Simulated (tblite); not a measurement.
Compound: C7H5O3 (doublet state).
Cartesian coordinates in Å at the GFN2-xTB level; atoms count from 1:
```
atom  x, y, z in Å
O1    -3.4618    0.1586    0.2943
C2    -2.2414    0.0280    0.1705
C3    -1.6289   -1.2422   -0.1866
C4    -0.2815   -1.3689   -0.3165
C5     0.5697   -0.2642   -0.1069
O6     1.9025   -0.5416   -0.2678
C7     2.9036    0.3301   -0.1347
O8     2.8500    1.4899    0.1379
C9     0.0331    0.9869    0.2375
C10   -1.3174    1.1314    0.3714
H11   -2.2898   -2.0812   -0.3428
H12    0.1738   -2.3119   -0.5809
H13    3.8393   -0.2214   -0.3272
H14    0.6902    1.8278    0.3944
H15   -1.7459    2.0865    0.6356
```

Method: GFN2-xTB as coded in tblite; computed harmonic values from a numerical Hessian at the method's own geometry, unscaled. This tight-binding method is rough: wavenumbers can miss measured ones by several per cent, in bad cases by 10 to 20. One conformer, not necessarily the lowest. Open shells enter through the occupations alone, without spin polarisation, and single modes of such species can be off by tens of per cent.

Harmonic wavenumbers (cm⁻¹): 30.1, 95.8, 180.7, 216.2, 313.4, 336.6, 342.2, 416.5, 441.9, 488.8, 593.7, 694.8, 708.1, 737.7, 794.7, 830.6, 838.0, 912.2, 916.9, 924.7, 960.9, 1088.8, 1099.2, 1152.4, 1201.9, 1211.9, 1285.5, 1361.6, 1376.5, 1403.0, 1483.1, 1556.2, 1579.4, 1776.5, 2837.1, 3087.5, 3098.3, 3104.0, 3113.9.

A = 3997, B = 800.2, C = 666.7 MHz; mass 137.024 u (most abundant isotopes); point group Cs, symmetry number 1; spin multiplicity 2.

What is the zero-point energy?

½Σν̃ = 22296 cm⁻¹ = 266.72 kJ/mol.

Give the ideal-gas entropy at 400 K and 1 bar in the rigid-rotor, harmonic-oscillator model (classical rotation).

Translation 176.33, rotation 126.68, vibration 131.51, spin (R ln 2) 5.76: S = 440.3 J/(mol K).

And Cp and H(400 K) − H(0)?

Cp = 177.02 J/(mol K), of which vibrations give 143.76 (their classical limit is 39 R = 324.3); H(400 K) − H(0) = 41.22 kJ/mol without the zero-point energy, 27.92 from vibrations.

Which modes carry the vibrational entropy at 400 K?

30.1 cm⁻¹: 26.80; 95.8 cm⁻¹: 17.21; 180.7 cm⁻¹: 12.04; 216.2 cm⁻¹: 10.61; 313.4 cm⁻¹: 7.75; 336.6 cm⁻¹: 7.21 J/(mol K); the other 33 give 49.89 together.

What must be added to the electronic energy to get the Gibbs energy at 400 K and 1 bar?

ZPE + [H(400 K) − H(0)] − T·S = 266.72 + 41.22 − 176.11 = 131.83 kJ/mol.

Blend soft modes into free rotors: weight 1/[1 + (100 cm⁻¹/ν̃)⁴] for the oscillator and the rest for a rotor with moment μB/(μ + B), μ = h/(8π²ν), B = 10⁻⁴⁴ kg m². What vibrational entropy results?

120.74 J/(mol K) in place of 131.51, which changes −T·S at 400 K by +4.31 kJ/mol.

How do the functions run with temperature in this model?

```json
{"T (K)": "100", "S (J/(mol K))": "289.8", "Cp (J/(mol K))": "64.3", "H − H(0) (kJ/mol)": "4.80", "G − H(0) (kJ/mol)": "-24.18", "ln q(vib)": "1.49"}
{"T (K)": "200", "S (J/(mol K))": "345.8", "Cp (J/(mol K))": "102.0", "H − H(0) (kJ/mol)": "13.10", "G − H(0) (kJ/mol)": "-56.07", "ln q(vib)": "3.35"}
{"T (K)": "300", "S (J/(mol K))": "394.6", "Cp (J/(mol K))": "141.2", "H − H(0) (kJ/mol)": "25.27", "G − H(0) (kJ/mol)": "-93.12", "ln q(vib)": "5.35"}
{"T (K)": "500", "S (J/(mol K))": "483.1", "Cp (J/(mol K))": "206.5", "H − H(0) (kJ/mol)": "60.46", "G − H(0) (kJ/mol)": "-181.08", "ln q(vib)": "9.53"}
{"T (K)": "800", "S (J/(mol K))": "594.0", "Cp (J/(mol K))": "263.7", "H − H(0) (kJ/mol)": "131.94", "G − H(0) (kJ/mol)": "-343.27", "ln q(vib)": "15.70"}
{"T (K)": "1000", "S (J/(mol K))": "655.4", "Cp (J/(mol K))": "286.3", "H − H(0) (kJ/mol)": "187.09", "G − H(0) (kJ/mol)": "-468.36", "ln q(vib)": "19.53"}
```

q(vib) and H(0) count from the zero-point level.

Hindered rotation and anharmonicity are outside this model. Other conformers, if any are populated, would add a mixing term that is left out.
